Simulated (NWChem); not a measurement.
System: C$_{3}$H$_{6}$OS; SMILES CSCC=O

The following NWChem deck was run.

```
start job
memory heap 200 mb stack 900 mb global 1100 mb
geometry units angstroms noautosym nocenter noautoz
  C     -1.322001    -1.184345     0.186467
  S      0.438554    -1.199366    -0.215841
  C      0.951904     0.354497     0.581167
  C      0.387911     1.467862    -0.255167
  O     -0.607581     2.081671     0.028738
  H     -1.484167    -1.332044     1.264408
  H     -1.773834    -2.022618    -0.361923
  H     -1.800859    -0.247103    -0.133539
  H      2.052309     0.352131     0.564044
  H      0.586919     0.410106     1.617948
  H      0.924150     1.637706    -1.224112
end
basis spherical
  * library pcsseg-1
end
dft
  xc pbe0
  iterations 150
end
property
  shielding
end
task dft property
```

Parts of the log:

```
             Northwest Computational Chemistry Package (NWChem) 7.3.0
             --------------------------------------------------------

                             Geometry "geometry" -> ""
                             -------------------------

 Output coordinates in angstroms (scale by  1.889725989 to convert to a.u.)

  No.       Tag          Charge          X              Y              Z
 ---- ---------------- ---------- -------------- -------------- --------------
    1 C                    6.0000    -1.32200100    -1.18434500     0.18646700
    2 S                   16.0000     0.43855400    -1.19936600    -0.21584100
    3 C                    6.0000     0.95190400     0.35449700     0.58116700
    4 C                    6.0000     0.38791100     1.46786200    -0.25516700
    5 O                    8.0000    -0.60758100     2.08167100     0.02873800
    6 H                    1.0000    -1.48416700    -1.33204400     1.26440800
    7 H                    1.0000    -1.77383400    -2.02261800    -0.36192300
    8 H                    1.0000    -1.80085900    -0.24710300    -0.13353900
    9 H                    1.0000     2.05230900     0.35213100     0.56404400
   10 H                    1.0000     0.58691900     0.41010600     1.61794800
   11 H                    1.0000     0.92415000     1.63770600    -1.22411200

 Effective nuclear repulsion energy (a.u.)     221.6643144462

                              NWChem Property Module
                              ----------------------

  itol2e modified to match energy
  convergence criterion.

                                 NWChem DFT Module
                                 -----------------

 Summary of "ao basis" -> "ao basis" (spherical)
 ------------------------------------------------------------------------------
       Tag                 Description            Shells   Functions and Types
 ---------------- ------------------------------  ------  ---------------------
 C                          pcsseg-1                 7       17   3s3p1d
 S                          pcsseg-1                10       24   4s5p1d
 O                          pcsseg-1                 7       17   3s3p1d
 H                          pcsseg-1                 3        5   2s1p

  itol2e modified to match energy
  convergence criterion.

            General Information
            -------------------
          SCF calculation type: DFT
          Wavefunction type:  closed shell.
          No. of atoms     :    11
          No. of electrons :    48
           Alpha electrons :    24
            Beta electrons :    24
          Charge           :     0
          Spin multiplicity:     1
          Use of symmetry is: off; symmetry adaption is: off
          Maximum number of iterations: 150
          AO basis - number of functions:   122
                     number of shells:    56
          Convergence on energy requested:  1.00D-07
          Convergence on density requested:  1.00D-05
          Convergence on gradient requested:  5.00D-04

              XC Information
              --------------
                         PBE0 Method XC Functional
                     Hartree-Fock (Exact) Exchange  0.250
          PerdewBurkeErnzerhof Exchange Functional  0.750
            Perdew 1991 LDA Correlation Functional  1.000 local
           PerdewBurkeErnz. Correlation Functional  1.000 non-local

             Grid Information
             ----------------
          Grid used for XC integration:  fine
          Radial quadrature: Mura-Knowles
          Angular quadrature: Lebedev.
          Tag              B.-S. Rad. Rad. Pts. Rad. Cut. Ang. Pts.
          ---              ---------- --------- --------- ---------
          C                   0.70       70          12.0       590
          S                   1.00      123          10.0       770
          O                   0.60       70          12.0       590
          H                   0.35       60          12.0       590
          Grid pruning is: on
          Number of quadrature shells:   763
          Spatial weights used:  Erf1

      Superposition of Atomic Density Guess
      -------------------------------------

 Sum of atomic energies:        -588.14728037

      Non-variational initial energy
      ------------------------------

 Total energy =    -590.679626
 1-e energy   =   -1246.897151
 2-e energy   =     434.553211
 HOMO         =      -0.264860
 LUMO         =      -0.035964

   convergence    iter        energy       DeltaE   RMS-Dens  Diis-err
 ---------------- ----- ----------------- --------- --------- ---------
 d= 0,ls=0.0,diis     1   -590.8113122583 -8.12D+02  1.24D-02  1.11D+00
 d= 0,ls=0.0,diis     2   -590.5584980497  2.53D-01  9.19D-03  3.73D+00
 d= 0,ls=0.0,diis     3   -590.9223274223 -3.64D-01  1.22D-03  4.99D-02
 d= 0,ls=0.0,diis     4   -590.9257955569 -3.47D-03  6.03D-04  8.93D-03
 d= 0,ls=0.0,diis     5   -590.9268315185 -1.04D-03  1.34D-04  4.10D-04
  Resetting Diis
 d= 0,ls=0.0,diis     6   -590.9268815236 -5.00D-05  3.37D-05  2.42D-05
 d= 0,ls=0.0,diis     7   -590.9268842717 -2.75D-06  1.97D-05  1.66D-06
 d= 0,ls=0.0,diis     8   -590.9268839890  2.83D-07  9.53D-06  4.91D-06
 d= 0,ls=0.0,diis     9   -590.9268844508 -4.62D-07  1.89D-06  1.09D-07
 d= 0,ls=0.0,diis    10   -590.9268844616 -1.08D-08  4.23D-07  2.96D-09

         Total DFT energy =     -590.926884461573
      One electron energy =    -1251.038778508919
           Coulomb energy =      490.829826285238
    Exchange-Corr. energy =      -52.382246684118
 Nuclear repulsion energy =      221.664314446227

 Numeric. integr. density =       48.000005361919

                       DFT Final Molecular Orbital Analysis
                       ------------------------------------

 Vector   22  Occ=2.000000D+00  E=-3.470087D-01
              MO Center=  2.4D-01, -7.7D-01, -9.0D-02, r^2= 3.2D+00
   Bfn.  Coefficient  Atom+Function         Bfn.  Coefficient  Atom+Function
  ----- ------------  ---------------      ----- ------------  ---------------
    21      0.296520   2 S  s                32     -0.285094   2 S  py
    31      0.230926   2 S  px               20      0.211458   2 S  s
    35     -0.204737   2 S  py               33     -0.188711   2 S  pz
    34      0.171041   2 S  px               19     -0.156234   2 S  s
     7     -0.154948   1 C  px               44     -0.153102   3 C  s

[...]

          -----------------------------------------
          Chemical Shielding Tensors (GIAO, in ppm)
          -----------------------------------------

                                NWChem CPHF Module
                                ------------------

  scftype          =     RHF
  nclosed          =       24
  nopen            =        0
  variables        =     2352
  # of vectors     =        3
  tolerance        = 0.10D-03
  level shift      = 0.00D+00
  max iterations   =       50
  max subspace     =       30

 SCF residual:    3.9224075134034495E-005

Iterative solution of linear equations
  No. of variables     2352
  No. of equations        3
  Maximum subspace       30
        Iterations       50
       Convergence  1.0D-04

   iter   nsub   residual    time
   ----  ------  --------  ---------
     1      3    6.92D-01      99.5
     2      6    1.41D-01     108.1
     3      9    7.19D-03     116.7
     4     12    6.16D-04     125.0
     5     15    3.60D-05     132.7

      Atom:    1  C
        Diamagnetic
    262.0409      2.1052     -3.3743
      2.1052    247.4469     -0.1240
     -3.3743     -0.1240    246.5546

        Paramagnetic
    -77.6403      2.9348     -4.4651
      2.9348    -92.2069      5.3039
     -4.4651      5.3039    -85.2016

        Total Shielding Tensor
    184.4006      5.0400     -7.8394
      5.0400    155.2399      5.1799
     -7.8394      5.1799    161.3530

           isotropic =     166.9978
          anisotropy =      30.2585

          Principal Components and Axis System
                 1           2           3
              187.1702    163.6185    150.2049

      1         0.9571      0.1576     -0.2431
      2         0.1074      0.5861      0.8031
      3        -0.2691      0.7947     -0.5441

      Atom:    2  S
        Diamagnetic
   1057.9926      2.8017     -0.9838
      2.8017   1057.6900      3.7119
     -0.9838      3.7119   1049.1236

        Paramagnetic
   -370.7063    108.1982     -4.8042
    108.1982   -450.1180     66.0328
     -4.8042     66.0328   -566.9578

        Total Shielding Tensor
    687.2863    110.9999     -5.7879
    110.9999    607.5720     69.7447
     -5.7879     69.7447    482.1659

           isotropic =     592.3414
          anisotropy =     266.4320

          Principal Components and Axis System
                 1           2           3
              769.9628    568.7180    438.3435

      1         0.7921     -0.5600      0.2429
      2         0.5967      0.6264     -0.5015
      3         0.1287      0.5422      0.8303

      Atom:    3  C
        Diamagnetic
    247.7939     -0.0036      3.2611
     -0.0036    262.0733      0.1680
      3.2611      0.1680    247.7449

        Paramagnetic
   -117.6527      3.1237     -0.9883
      3.1237   -119.3221    -10.9926
     -0.9883    -10.9926   -102.9249

        Total Shielding Tensor
    130.1412      3.1201      2.2728
      3.1201    142.7512    -10.8246
      2.2728    -10.8246    144.8200

           isotropic =     139.2375
          anisotropy =      23.1440

          Principal Components and Axis System
                 1           2           3
              154.6668    135.6034    127.4423

      1        -0.0175      0.5742      0.8185
      2        -0.6748      0.5973     -0.4334
      3         0.7378      0.5599     -0.3770

      Atom:    4  C
        Diamagnetic
    251.1388    -12.5039     -2.1966
    -12.5039    255.2415     -6.7160
     -2.1966     -6.7160    245.2422

        Paramagnetic
   -235.8950     45.2884     41.8242
     45.2884   -230.2885     71.8836
     41.8242     71.8836   -303.1692

        Total Shielding Tensor
     15.2437     32.7845     39.6276
     32.7845     24.9531     65.1675
     39.6276     65.1675    -57.9270

           isotropic =      -5.9101
          anisotropy =    -137.1962

          Principal Components and Axis System
                 1           2           3
              -97.3742     91.4999    -11.8559

      1        -0.1893      0.5402      0.8200
      2        -0.4217      0.7094     -0.5647
      3         0.8868      0.4527     -0.0935

      Atom:    5  O
        Diamagnetic
    411.4137     -9.5290     -3.7015
     -9.5290    403.1066      6.6822
     -3.7015      6.6822    391.3383

        Paramagnetic
   -915.7507    517.0746    303.1436
    517.0746   -600.4931    159.0589
    303.1436    159.0589   -700.1350

        Total Shielding Tensor
   -504.3370    507.5456    299.4421
    507.5456   -197.3865    165.7411
    299.4421    165.7411   -308.7967

           isotropic =    -336.8401
          anisotropy =    -874.0080

          Principal Components and Axis System
                 1           2           3
             -919.5121   -425.3102    334.3021

      1         0.8169     -0.0493      0.5746
      2        -0.5143     -0.5132      0.6871
      3        -0.2610      0.8568      0.4446

      Atom:    6  H
        Diamagnetic
     28.0424      2.0631     -5.6738
      2.0631     23.3842     -2.5806
     -5.6738     -2.5806     36.6030

        Paramagnetic
      1.9445     -1.0543      0.8255
     -1.0543      1.3949      0.4192
      0.8255      0.4192     -3.0077

        Total Shielding Tensor
     29.9868      1.0088     -4.8483
      1.0088     24.7791     -2.1614
     -4.8483     -2.1614     33.5953

           isotropic =      29.4538
          anisotropy =      11.9230

          Principal Components and Axis System
                 1           2           3
               37.4024     26.6851     24.2738

      1        -0.5553      0.8309      0.0351
      2        -0.1833     -0.1634      0.9694
      3         0.8112      0.5319      0.2430

      Atom:    7  H
        Diamagnetic
     31.4828      7.1219      3.0856
      7.1219     31.9449      5.2372
      3.0856      5.2372     25.7352

        Paramagnetic
      0.8391     -1.7091     -0.9808
     -1.7091     -1.9297     -2.0187
     -0.9808     -2.0187      0.8176

        Total Shielding Tensor
     32.3219      5.4129      2.1048
      5.4129     30.0153      3.2185
      2.1048      3.2185     26.5527

           isotropic =      29.6300
          anisotropy =      12.3995

          Principal Components and Axis System
                 1           2           3
               37.8964     26.6240     24.3696

      1         0.7200     -0.6459      0.2539
      2         0.6210      0.4362     -0.6512
      3         0.3098      0.6265      0.7152

      Atom:    8  H
        Diamagnetic
     31.7298     -4.6295      1.6342
     -4.6295     33.3589     -2.9350
      1.6342     -2.9350     20.7719

        Paramagnetic
      1.3337      1.1400     -0.8691
      1.1400     -2.8273      1.2696
     -0.8691      1.2696      3.9125

        Total Shielding Tensor
     33.0635     -3.4895      0.7651
     -3.4895     30.5316     -1.6654
      0.7651     -1.6654     24.6844

           isotropic =      29.4265
          anisotropy =       9.4679

          Principal Components and Axis System
                 1           2           3
               35.7384     28.3012     24.2399

      1         0.8004      0.5991      0.0222
      2        -0.5822      0.7679      0.2673
      3         0.1431     -0.2268      0.9634

      Atom:    9  H
        Diamagnetic
     40.1699      1.0595      2.2127
      1.0595     26.1091      0.3007
      2.2127      0.3007     22.8895

        Paramagnetic
     -6.5334      2.2236     -0.5303
      2.2236      0.5817      0.7619
     -0.5303      0.7619      2.1532

        Total Shielding Tensor
     33.6365      3.2831      1.6824
      3.2831     26.6908      1.0625
      1.6824      1.0625     25.0428

           isotropic =      28.4567
          anisotropy =      10.2884

          Principal Components and Axis System
                 1           2           3
               35.3156     25.5334     24.5211

      1         0.9102     -0.4139     -0.0163
      2         0.3695      0.8290     -0.4197
      3         0.1873      0.3760      0.9075

      Atom:   10  H
        Diamagnetic
     23.1450     -0.0115     -2.0869
     -0.0115     25.5466      1.5710
     -2.0869      1.5710     37.9360

        Paramagnetic
      2.0817      0.5454      2.8002
      0.5454      2.3382      1.1945
      2.8002      1.1945     -4.4640

        Total Shielding Tensor
     25.2267      0.5339      0.7133
      0.5339     27.8849      2.7655
      0.7133      2.7655     33.4720

           isotropic =      28.8612
          anisotropy =       8.7403

          Principal Components and Axis System
                 1           2           3
               34.6880     26.7776     25.1179

      1         0.0909      0.1339      0.9868
      2         0.3811      0.9108     -0.1587
      3         0.9200     -0.3905     -0.0317

      Atom:   11  H
        Diamagnetic
     25.4564      0.5396     -7.2033
      0.5396     25.2797     -4.6204
     -7.2033     -4.6204     33.6407

        Paramagnetic
     -4.3225      0.5333      6.1239
      0.5333     -2.1304      1.9204
      6.1239      1.9204    -11.5983

        Total Shielding Tensor
     21.1338      1.0729     -1.0794
      1.0729     23.1493     -2.6999
     -1.0794     -2.6999     22.0424

           isotropic =      22.1085
          anisotropy =       5.5961

          Principal Components and Axis System
                 1           2           3
               25.8392     20.6740     19.8122

      1         0.3065      0.9363      0.1714
      2         0.7324     -0.3470      0.5858
      3        -0.6080      0.0540      0.7921
```

Level: PBE0/pcSseg-1, GIAO. Geometry: optimised at PBE0/def2-SVP. The printed shielding anisotropy is the first printed principal value minus the mean of the other two.
